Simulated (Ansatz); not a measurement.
Consider the isomerisation: `CC[Si]OC` → `CC1OC[SiH2]1`.

Program: Ansatz. Geometries: PBE0-D4/def2-TZVP. ΔE: electronic, gas phase. CCSD(T)/CBS adds triple-zeta CCSD(T) − MP2 to the extrapolated MP2 energy (def2 sets, frozen cores). Functionals use def2-TZVPP. One conformer a species, not always the lowest.

CCSD(T)/CBS gives +23.7 kcal/mol.

(1) Another level gave +20.6 kcal/mol. Which?
A. MP2/def2-TZVPP
B. CCSD(T)/def2-TZVPP
C. PBE0-D4/def2-TZVPP
D. HF/def2-TZVPP

Largest T1 diagnostic among the species: 0.013.

Answers

(1) C. PBE0-D4 20.6, HF/def2-TZVPP 25.2, MP2/def2-TZVPP 22.8, CCSD(T)/def2-TZVPP 24.0 kcal/mol.

In def2-TZVPP, CCSD(T) changes the Hartree–Fock value by −1.2 kcal/mol (the triples alone add −0.6 kcal/mol) and MP2 by −2.4 kcal/mol. From PBE to PBE0 (25 % exact exchange), in def2-TZVPP and without D4, ΔE moves by −0.7 kcal/mol.
